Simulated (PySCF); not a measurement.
**Pb⁶⁸⁺ (lead, charge +68) across methods**

[Ne] 3s2 3p2, high-spin 3P determinant. All numbers are calculated (PySCF 2.14, the non-relativistic Hamiltonian (point nucleus), in an even-tempered Gaussian basis (16 s from 21 bohr⁻², ratio 2.5; 10 p from 27 bohr⁻², ratio 2.5; 4 d from 100 bohr⁻², ratio 2.7; 4 f from 150 bohr⁻², ratio 2.7)).

```tsv
method	E (hartree)	mean ε 3s α (eV)	mean ε 3s β (eV)	mean ε 3p α (eV)	Σ⟨r²⟩ (bohr²)	⟨S²⟩
M06-L	-13925.83	-7874.3	-7837.4	-7716.7	0.1854	2.000
LDA	-13916.37	-7862.1	-7837.1	-7710.5	0.1854	2.000
PBE	-13925.49	-7866.0	-7838.9	-7713.3	0.1853	2.000
UHF	-13925.59552	-7944.4	-7885.6	-7776.9	0.1854	2.001
r2SCAN	-13926.03	-7874.1	-7839.2	-7717.8	0.1854	2.000
PBE0	-13925.67	-7886.0	-7851.1	-7729.5	0.1853	2.000
```

Problem. Estimate the same row for B3LYP.

Solution. E (hartree) = -13925.84; mean ε 3s α (eV) = -7882.1; mean ε 3s β (eV) = -7849.1; mean ε 3p α (eV) = -7726.8; Σ⟨r²⟩ (bohr²) = 0.1853; ⟨S²⟩ = 2.000.

A non-relativistic calculation at this Z misses sizeable relativistic shifts. Spin-orbit coupling is strong in this species (close to jj coupling), so the high-spin LS determinant is a model state, not a physical level.
